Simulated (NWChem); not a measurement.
System: PH, triplet; SMILES [PH]

The following NWChem deck was run.

```
start job
memory heap 200 mb stack 900 mb global 1100 mb
geometry units angstroms noautoz
  P      0.000000     0.000000    -0.106552
  H      0.000000     0.000000     1.330555
end
basis spherical
  P library def2-svp
  H library def2-svp
end
basis "cd basis" spherical
  * library "Weigend Coulomb Fitting"
end
dft
  odft
  mult 3
  xc xtpss03 ctpss03
  iterations 150
end
task dft gradient
```

Parts of the log:

```
             Northwest Computational Chemistry Package (NWChem) 7.3.0
             --------------------------------------------------------

 ORDER OF PRIMARY AXIS IS BEING SET TO 4
 C4V symmetry detected

                             Geometry "geometry" -> ""
                             -------------------------

 Output coordinates in angstroms (scale by  1.889725989 to convert to a.u.)

  No.       Tag          Charge          X              Y              Z
 ---- ---------------- ---------- -------------- -------------- --------------
    1 P                   15.0000     0.00000000     0.00000000    -0.08981919
    2 H                    1.0000     0.00000000     0.00000000     1.34728781

 Effective nuclear repulsion energy (a.u.)       5.5233595933

      Symmetry information
      --------------------

 Group name             C4v
 Group number             18
 Group order               8
 No. of unique centers     2

 Summary of "cd basis" -> "" (spherical)
 ------------------------------------------------------------------------------
       Tag                 Description            Shells   Functions and Types
 ---------------- ------------------------------  ------  ---------------------
 *                  Weigend Coulomb Fitting           on all atoms

                                 NWChem DFT Module
                                 -----------------

 Summary of "cd basis" -> "cd basis" (spherical)
 ------------------------------------------------------------------------------
       Tag                 Description            Shells   Functions and Types
 ---------------- ------------------------------  ------  ---------------------
 P                  Weigend Coulomb Fitting         17       51   8s4p3d1f1g
 H                  Weigend Coulomb Fitting          5       11   3s1p1d

 Summary of "ao basis" -> "ao basis" (spherical)
 ------------------------------------------------------------------------------
       Tag                 Description            Shells   Functions and Types
 ---------------- ------------------------------  ------  ---------------------
 P                          def2-svp                 8       18   4s3p1d
 H                          def2-svp                 3        5   2s1p

      Symmetry analysis of basis
      --------------------------

        a1         11
        a2          0
        b1          1
        b2          1
        e          10

            General Information
            -------------------
          SCF calculation type: DFT
          Wavefunction type:  spin polarized.
          No. of atoms     :     2
          No. of electrons :    16
           Alpha electrons :     9
            Beta electrons :     7
          Charge           :     0
          Spin multiplicity:     3
          Use of symmetry is: on ; symmetry adaption is: on
          Maximum number of iterations: 150
          AO basis - number of functions:    23
                     number of shells:    11
          A Charge density fitting basis will be used.
          CD basis - number of functions:    62
                     number of shells:    22
          Convergence on energy requested:  1.00D-06
          Convergence on density requested:  1.00D-05
          Convergence on gradient requested:  5.00D-04

              XC Information
              --------------
                  TPSS metaGGA Exchange Functional  1.000
             TPSS03 metaGGA Correlation Functional  1.000

             Grid Information
             ----------------
          Grid used for XC integration:  medium
          Radial quadrature: Mura-Knowles
          Angular quadrature: Lebedev.
          Tag              B.-S. Rad. Rad. Pts. Rad. Cut. Ang. Pts.
          ---              ---------- --------- --------- ---------
          P                   1.00       88           7.0       590
          H                   0.35       45           7.0       434
          Grid pruning is: on
          Number of quadrature shells:   133
          Spatial weights used:  Erf1

      Superposition of Atomic Density Guess
      -------------------------------------

 Sum of atomic energies:        -341.03693934

      Non-variational initial energy
      ------------------------------

 Total energy =    -340.891084
 1-e energy   =    -482.681185
 2-e energy   =     136.266742
 HOMO         =      -0.170923
 LUMO         =      -0.170923

 !!!!!!!!!!!!!!!!!!!!!!!!!!!!!!!!!!!!!!!!!!!!!!!!!!!!!!!!!!!!!!!!!!!!!!
 Warning - the HOMO and LUMO are degenerate and you are using symmetry.
 This can lead to non-variational energies and poor convergence.
 Modify the initial guess, or use an open-shell wavefunction, or turn
 off symmetry.
 !!!!!!!!!!!!!!!!!!!!!!!!!!!!!!!!!!!!!!!!!!!!!!!!!!!!!!!!!!!!!!!!!!!!!!

   Symmetry analysis of molecular orbitals - initial alpha
   -------------------------------------------------------

 !! scf_movecs_sym_adapt:    2 vectors were symmetry contaminated

  Symmetry fudging

 !! scf_movecs_sym_adapt:    2 vectors were symmetry contaminated

  Numbering of irreducible representations:

     1 a1          2 a2          3 b1          4 b2          5 e

  Orbital symmetries:

     1 a1          2 a1          3 a1          4 e           5 e
     6 a1          7 a1          8 e           9 e          10 a1
    11 a1         12 a1         13 e          14 e          15 e
    16 e          17 b1         18 b2         19 a1

   Symmetry analysis of molecular orbitals - initial beta
   ------------------------------------------------------

 !! scf_movecs_sym_adapt:    2 vectors were symmetry contaminated

  Symmetry fudging

 !! scf_movecs_sym_adapt:    2 vectors were symmetry contaminated

  Numbering of irreducible representations:

     1 a1          2 a2          3 b1          4 b2          5 e

  Orbital symmetries:

     1 a1          2 a1          3 a1          4 e           5 e
     6 a1          7 a1          8 e           9 e          10 a1
    11 a1         12 a1         13 e          14 e          15 e
    16 e          17 b1         18 b2         19 a1

      3 Center 2 Electron Integral Information
      ----------------------------------------
          Maximum number of 3-center 2e- integrals is:           32798.
            This is reduced with Schwarz screening to:           29822.
            Incore requires a per proc buffer size of:           27219.
          Minimum dble words available (all nodes) is:       144171660
                   This is reduced (for later use) to:       143923717
                      proc 0 Suggested buffer size is:           27219
                         Max Suggested buffer size is:           27219
                              no. integral batches is:            1000

           0.027 MW buffer allocated for incore 3-center
          2e- integral storage on stack.

   convergence    iter        energy       DeltaE   RMS-Dens  Diis-err
 ---------------- ----- ----------------- --------- --------- ---------
 d= 0,ls=0.0,diis     1   -341.7798347741 -3.47D+02  1.06D-02  2.57D-02
                                                     5.13D-03  1.45D-02
 d= 0,ls=0.0,diis     2   -341.7918214027 -1.20D-02  3.40D-03  2.04D-03
                                                     3.94D-03  1.72D-03
 d= 0,ls=0.0,diis     3   -341.7932984842 -1.48D-03  9.37D-04  3.35D-04
                                                     5.55D-04  1.56D-04
 d= 0,ls=0.0,diis     4   -341.7934765552 -1.78D-04  1.83D-04  2.86D-06
                                                     2.50D-04  3.49D-06
 d= 0,ls=0.0,diis     5   -341.7934788437 -2.29D-06  9.43D-05  2.14D-06
                                                     8.38D-05  1.36D-06
  Resetting Diis
 d= 0,ls=0.0,diis     6   -341.7934804433 -1.60D-06  6.33D-06  1.27D-08
                                                     5.33D-06  4.40D-09
 d= 0,ls=0.0,diis     7   -341.7934804521 -8.80D-09  7.57D-07  1.10D-10
                                                     1.32D-06  3.68D-10

         Total DFT energy =     -341.793480452073
      One electron energy =     -483.057317049815
           Coulomb energy =      159.317766414696
    Exchange-Corr. energy =      -23.577289410217
 Nuclear repulsion energy =        5.523359593263

 Numeric. integr. density =       16.000004460330

                  Occupations of the irreducible representations
                  ----------------------------------------------

                     irrep           alpha         beta
                     --------     --------     --------
                     a1                5.0          5.0
                     a2                0.0          0.0
                     b1                0.0          0.0
                     b2                0.0          0.0
                     e                 4.0          2.0

                    DFT Final Alpha Molecular Orbital Analysis
                    ------------------------------------------

 Vector    7  Occ=1.000000D+00  E=-3.151116D-01  Symmetry=a1
              MO Center=  1.6D-16, -2.4D-16,  1.8D-01, r^2= 1.9D+00
   Bfn.  Coefficient  Atom+Function         Bfn.  Coefficient  Atom+Function
  ----- ------------  ---------------      ----- ------------  ---------------
    19      0.369459  2 H  s                 10      0.340631  1 P  pz
    13      0.320103  1 P  pz                 4     -0.310701  1 P  s
     3     -0.285707  1 P  s                 20      0.227752  2 H  s
     7     -0.191973  1 P  pz                 2     -0.190687  1 P  s
    16      0.071069  1 P  d  0               1     -0.029483  1 P  s

[...]

                         DFT ENERGY GRADIENTS

    atom               coordinates                        gradient
                 x          y          z           x          y          z
   1 P       0.000000   0.000000  -0.169734    0.000000   0.000000   0.001003
   2 H       0.000000   0.000000   2.546005    0.000000   0.000000  -0.001003
```

Level: TPSS/def2-SVP, spin-unrestricted, Coulomb fitting. Structure relaxed at the PBE0/def2-SVP, spin-unrestricted level. No stability test was run on the SCF state.
